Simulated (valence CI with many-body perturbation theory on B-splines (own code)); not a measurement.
**Nd LIV: electric-dipole lines**

Computed by valence CI with perturbative core correlation (CI+MBPT): five valence electrons over a frozen Dirac-Fock core [He], a basis of 9 s, 9 p, 8 d, 6 f, 3 g, 1 h functions for each j, with the one-electron correlation potential Σ1, the two-electron term Σ2, the three-electron term Σ3, Breit, model QED; selected CI, second order for the rest (own B-spline code, finite nucleus).

The last digits are not significant, and no measured levels were compared; by estimate large intervals hold to a few tenths of a per cent, small ones and those within an open d or f shell to about a per cent. Among the levels kept, up to 1200 cm⁻¹ of a level comes from second order outside the variational space, and about a tenth of that is noise between levels of different J, which matters for small intervals.

Lines 1 to 50 of 254 in falling wavelength, among levels below 504.35 Ry, chosen from the strongest by gf and those to the six lowest levels. Wavelengths and rates use the calculated energies. Electric multipoles are in the length gauge, E1 and E2 with the static RPA response of the core. Weak lines are less certain than strong ones. Lines between different terms over intervals too small for the method are left out, as are lines whose strength nearly cancels. The highest levels of a list are the least certain.

Levels are named by their leading jj configuration (3d3/2^4 stands for four electrons in 3d with j = 3/2), which in mixed levels can hold well under half, so a name can repeat and another be missing. Letters in brackets count levels of one name in rising energy.

```csv
λ vac (nm),Upper,Lower,A (s⁻¹),log gf,Branch %
18.70,(2s 2p1/2^2 2p3/2 3p1/2) J=5/2,(2s 2p1/2^2 2p3/2 3s) J=3/2 [a],1.67e+09,-1.28,0.0
17.39,(2s^2 2p1/2 2p3/2 3p1/2) J=5/2,(2s^2 2p1/2 2p3/2 3s) J=3/2 [b],2.74e+09,-1.13,0.3
16.23,(2s^2 2p1/2 2p3/2 3p1/2) J=5/2,(2s^2 2p1/2 2p3/2 3s) J=5/2,3.31e+09,-1.11,0.4
16.20,(2s^2 2p1/2^2 3p1/2) J=1/2,(2s^2 2p1/2^2 3s) J=1/2,7.06e+09,-1.26,0.8
15.17,(2s^2 2p1/2 2p3/2 3p1/2) J=3/2 [a],(2s^2 2p1/2 2p3/2 3s) J=3/2 [a],4.02e+09,-1.26,0.6
14.65,(2s 2p1/2^2 2p3/2 3d3/2) J=7/2,(2s 2p1/2^2 2p3/2 3p3/2) J=7/2,1.92e+09,-1.31,0.2
13.69,(2s 2p1/2^2 2p3/2 3p1/2) J=3/2 [a],(2s 2p1/2^2 2p3/2 3s) J=5/2,7.00e+09,-1.10,0.0
13.61,(2s 2p1/2^2 2p3/2 3p1/2) J=5/2,(2s 2p1/2^2 2p3/2 3s) J=5/2,5.24e+09,-1.06,0.0
11.76,(2s^2 2p1/2 2p3/2 3p1/2) J=3/2 [b],(2s^2 2p1/2 2p3/2 3s) J=5/2,1.22e+10,-0.99,0.6
10.93,(2s^2 2p1/2 2p3/2 3d5/2) J=7/2 [a],(2s^2 2p1/2 2p3/2 3p3/2) J=5/2 [a],1.23e+10,-0.75,0.1
10.82,(2s^2 2p1/2 2p3/2 3d5/2) J=5/2 [b],(2s^2 2p1/2 2p3/2 3p3/2) J=5/2 [b],5.36e+09,-1.25,0.0
10.77,(2s 2p1/2^2 2p3/2 3d5/2) J=5/2,(2s 2p1/2^2 2p3/2 3p3/2) J=5/2 [a],7.81e+09,-1.09,0.0
10.59,(2s 2p1/2^2 2p3/2 3d5/2) J=9/2,(2s 2p1/2^2 2p3/2 3p3/2) J=7/2,2.37e+10,-0.40,46.8
10.21,(2s^2 2p1/2 2p3/2 3d5/2) J=7/2 [b],(2s^2 2p1/2 2p3/2 3p3/2) J=5/2 [b],1.90e+10,-0.63,0.0
10.18,(2s^2 2p1/2 2p3/2 3d5/2) J=5/2 [b],(2s^2 2p1/2 2p3/2 3p3/2) J=3/2 [b],9.71e+09,-1.04,0.0
10.09,(2s^2 2p1/2 2p3/2 3d5/2) J=9/2,(2s^2 2p1/2 2p3/2 3p3/2) J=7/2,2.53e+10,-0.41,61.6
10.08,(2s 2p1/2^2 2p3/2 3d5/2) J=7/2,(2s 2p1/2^2 2p3/2 3p3/2) J=5/2 [a],2.24e+10,-0.56,0.0
9.962,(2s^2 2p1/2^2 3d5/2) J=5/2,(2s^2 2p1/2^2 3p3/2) J=3/2,2.65e+10,-0.63,0.0
9.762,(2s 2p1/2^2 2p3/2 3d5/2) J=3/2,(2s 2p1/2^2 2p3/2 3p3/2) J=3/2 [a],9.76e+09,-1.25,0.0
9.608,(2s 2p1/2^2 2p3/2 3d5/2) J=5/2,(2s 2p1/2^2 2p3/2 3p3/2) J=3/2 [a],1.85e+10,-0.81,0.0
9.554,(2s^2 2p1/2 2p3/2 3d5/2) J=5/2 [a],(2s^2 2p1/2 2p3/2 3p3/2) J=3/2 [a],1.97e+10,-0.79,0.0
9.271,(2s^2 2p1/2 2p3/2 3d5/2) J=3/2 [a],(2s^2 2p1/2 2p3/2 3p3/2) J=1/2 [a],1.04e+10,-1.27,0.0
8.616,(2s^2 2p1/2 2p3/2 3d5/2) J=7/2 [b],(2s^2 2p1/2 2p3/2 3p3/2) J=7/2,5.82e+09,-1.29,0.0
8.441,(2s^2 2p1/2 2p3/2 3d5/2) J=7/2 [a],(2s 2p1/2^2 2p3/2 3s) J=5/2,1.35e+10,-0.94,0.1
8.028,(2s^2 2p1/2 2p3/2 3d5/2) J=3/2 [b],(2s^2 2p1/2 2p3/2 3p3/2) J=3/2 [a],1.61e+10,-1.21,0.0
6.343,(2s 2p1/2^2 2p3/2 3d3/2) J=7/2,(2s^2 2p1/2 2p3/2 3d3/2) J=5/2 [b],1.77e+10,-1.07,1.6
6.255,(2s 2p1/2^2 2p3/2 3p3/2) J=3/2 [a],(2s^2 2p1/2 2p3/2 3p3/2) J=3/2 [b],2.71e+10,-1.20,0.0
5.845,(2s 2p1/2^2 2p3/2 3p3/2) J=5/2 [a],(2s^2 2p1/2 2p3/2 3p3/2) J=3/2 [b],5.48e+10,-0.77,0.0
5.779,(2s 2p1/2^2 2p3/2 3p3/2) J=7/2,(2s^2 2p1/2 2p3/2 3p3/2) J=5/2 [a],9.85e+10,-0.40,3.3
5.700,(2s 2p1/2^2 2p3/2 3d5/2) J=3/2,(2s 2p1/2^2 2p3/2 3p1/2) J=1/2,2.90e+10,-1.25,0.0
5.547,(2s^2 2p1/2 2p3/2 3p3/2) J=3/2 [a],(2s^2 2p1/2 2p3/2 3s) J=3/2 [b],6.07e+10,-0.95,4.1
5.503,(2s^2 2p1/2 2p3/2 3d3/2) J=5/2 [b],(2s^2 2p1/2 2p3/2 3p1/2) J=3/2 [b],7.50e+10,-0.69,0.0
5.468,(2s^2 2p1/2 2p3/2 3d3/2) J=3/2 [b],(2s^2 2p1/2 2p3/2 3p1/2) J=3/2 [b],6.54e+10,-0.93,0.0
5.467,(2s^2 2p1/2 2p3/2 3d3/2) J=5/2 [a],(2s^2 2p1/2 2p3/2 3p1/2) J=5/2,2.07e+10,-1.26,0.0
5.409,(2s 2p1/2^2 2p3/2 3p3/2) J=5/2 [b],(2s 2p1/2^2 2p3/2 3s) J=3/2 [b],1.94e+11,-0.29,0.2
5.374,(2s 2p1/2^2 2p3/2 3p3/2) J=3/2 [a],(2s 2p1/2^2 2p3/2 3s) J=3/2 [a],1.12e+11,-0.71,0.1
5.364,(2s^2 2p1/2 2p3/2 3p3/2) J=1/2 [a],(2s^2 2p1/2 2p3/2 3s) J=1/2,1.16e+11,-1.00,3.3
5.357,(2s 2p1/2^2 2p3/2^2) J=5/2,(2s^2 2p1/2 2p3/2^2) J=5/2,1.14e+10,-1.53,2.5
5.274,(2s 2p1/2^2 2p3/2 3d3/2) J=5/2 [b],(2s 2p1/2^2 2p3/2 3p1/2) J=3/2 [b],9.84e+10,-0.61,0.2
5.263,(2s 2p1/2^2 2p3/2 3d3/2) J=5/2 [a],(2s 2p1/2^2 2p3/2 3p1/2) J=5/2,8.06e+10,-0.70,0.1
5.260,(2s^2 2p1/2 2p3/2 3p3/2) J=7/2,(2s^2 2p1/2 2p3/2 3s) J=5/2,2.17e+11,-0.14,23.5
5.251,(2s 2p1/2^2 2p3/2 3d3/2) J=5/2 [a],(2s 2p1/2^2 2p3/2 3p1/2) J=3/2 [a],5.88e+10,-0.84,0.1
5.221,(2s^2 2p1/2 2p3/2 3d3/2) J=3/2 [a],(2s^2 2p1/2 2p3/2 3p1/2) J=3/2 [a],5.02e+10,-1.09,0.0
5.196,(2s^2 2p1/2 2p3/2 3p3/2) J=3/2 [a],(2s^2 2p1/2 2p3/2 3s) J=1/2,8.06e+10,-0.88,5.4
5.191,(2s 2p1/2^2 2p3/2 3d3/2) J=5/2 [b],(2s^2 2p1/2 2p3/2 3d5/2) J=3/2 [a],4.71e+10,-0.94,0.1
5.182,(2s 2p1/2^2 2p3/2 3d3/2) J=3/2,(2s 2p1/2^2 2p3/2 3p1/2) J=5/2,3.27e+10,-1.28,0.0
5.176,(2s^2 2p1/2 2p3/2 3d3/2) J=5/2 [a],(2s^2 2p1/2 2p3/2 3p1/2) J=3/2 [a],1.28e+11,-0.51,0.3
5.175,(2s 2p1/2^2 2p3/2 3p3/2) J=3/2 [b],(2s 2p1/2^2 2p3/2 3s) J=1/2,9.10e+10,-0.84,0.1
5.170,(2s 2p1/2^2 2p3/2 3d3/2) J=3/2,(2s 2p1/2^2 2p3/2 3p1/2) J=3/2 [a],1.28e+11,-0.69,0.1
5.150,(2s^2 2p1/2^2 3d3/2) J=3/2,(2s^2 2p1/2^2 3p1/2) J=1/2,1.56e+11,-0.61,0.1
```

Q: How does gf follow from A for the line at 5.845 nm?

A: gf = 1.4992 × (2J+1)_upper × A / σ², with σ = 1710967 cm⁻¹ and 2J+1 = 6: gf = 0.168.
